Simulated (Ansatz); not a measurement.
Geometry optimisation, RKS LDA/def2-mTZVP (Ansatz 0.2.0).

The input (input.yaml):

```yaml
crystal:
  periodic: [false, false, false]
  atoms:
    - { symbol: O, position_ang: [1.0275, 1.6596, 0.1949] }
    - { symbol: Ge, position_ang: [0.8349, -0.0724, -0.0004] }
    - { symbol: F, position_ang: [1.4835, -0.8583, 1.4007] }
    - { symbol: C, position_ang: [-0.9608, -0.5491, -0.1823] }
    - { symbol: Cl, position_ang: [-1.7166, 0.2195, -1.6369] }
    - { symbol: H, position_ang: [0.4499, 1.9299, 0.9923] }
    - { symbol: H, position_ang: [1.6385, -0.5194, -1.2605] }
    - { symbol: H, position_ang: [-1.0814, -1.6438, -0.2897] }
    - { symbol: H, position_ang: [-1.587, -0.2122, 0.7647] }
basis:
  gaussian: { orbitals: def2-mTZVP }
hamiltonian:
  xc: lda
relax:
  f_tol: 0.015
  max_steps: 40
output:
  orbitals: {}
```

Run as:

```bash
$ ansatz run input.yaml --threads 2 --pin off --max-ram 3072MiB --backend cpu --events-out ev --progress --plain --runs-dir out
```

Q: Where does it end, and by what steps?

A: The run converged. After 5 steps the energy has fallen by 0.267 eV; H7 moved furthest, 0.14 Å.

```csv
step,energy less start (eV),largest force component (eV/Å),accepted
0,0.0000,2.814,yes
1,-0.2312,1.005,yes
2,-0.2623,0.241,yes
3,-0.2657,0.131,yes
4,-0.2669,0.033,yes
5,-0.2671,0.012,yes
```

```xyz
9
Properties=species:S:1:pos:R:3
O 1.070 1.655 0.237
Ge 0.843 -0.064 -0.045
F 1.412 -0.925 1.367
C -1.026 -0.577 -0.159
Cl -1.747 0.172 -1.617
H 0.511 2.017 0.952
H 1.734 -0.417 -1.240
H -1.125 -1.669 -0.238
H -1.584 -0.239 0.726
```

Whether the end is a true minimum wasn't checked by a vibrational analysis.

The run took 14 s on 2 threads of Arm Neoverse V1, with other jobs on the host, peak memory 0.18 GiB.
